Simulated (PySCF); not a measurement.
# Fine-structure interval of Sm(25+) by level of theory

Sm(25+) [Kr] 4d1 [4d3/2^1, M_J = 3/2] → Sm(25+) [Kr] 4d1 [4d5/2^1, M_J = 5/2], as a difference of total energies. Computed with PySCF 2.14 in an even-tempered Gaussian basis (17 s from 1.9 bohr⁻², ratio 2.8; 14 p from 2.5 bohr⁻², ratio 2.8; 9 d from 2.5 bohr⁻², ratio 2.8; 3 f from 8.9 bohr⁻², ratio 3), with the two-component X2C-1e Hamiltonian. Correlated levels: [Ar] 3d10 frozen; the 92 highest virtual spinors dropped. "Screened" scales the spin-orbit matrix elements by Boettger's factors to mimic the two-electron term; Breit and QED terms are absent.

| method | fine-structure interval (cm⁻¹) |
| --- | --- |
| GHF (screened spin-orbit) | 58049 |
| GMP2 (screened spin-orbit) | 58065 |
| GHF (bare spin-orbit) | 69235 |
